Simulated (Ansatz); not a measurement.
Mg2Cl2. Total charge 0; triplet. Geometry PBE0-D4/def2-TZVP, that of the charge +1 doublet.

```xyz
4

Mg    0.356    0.305    1.547
Mg   -0.356   -0.304   -1.547
Cl   -1.505    0.755    0.198
Cl    1.505   -0.756   -0.198
```

The structure comes from a short search, and lower isomers may exist.

**Question.** Estimate the α-spin orbital energies around the gap (eV) in Ansatz with PBE-D4/def2-TZVP, r2SCAN-D4/def2-TZVP, PBE0-D4/def2-TZVP.

**Answer.** 
```csv
orbital,PBE-D4/def2-TZVP,r2SCAN-D4/def2-TZVP,PBE0-D4/def2-TZVP
HOMO−5,-9.02,-9.43,-10.48
HOMO−4,-8.52,-8.92,-9.96
HOMO−3,-8.21,-8.61,-9.61
HOMO−2,-8.11,-8.50,-9.52
HOMO−1,-4.46,-4.62,-5.27
HOMO,-3.87,-4.04,-4.66
LUMO,-1.54,-1.49,-0.91
LUMO+1,-1.52,-1.44,-0.91
LUMO+2,-0.89,-0.69,-0.26
LUMO+3,-0.24,0.08,0.38
LUMO+4,0.17,0.34,0.80
LUMO+5,0.53,0.94,1.17
β HOMO,-8.07,-8.47,-9.49
β LUMO,-3.14,-2.72,-2.37
```
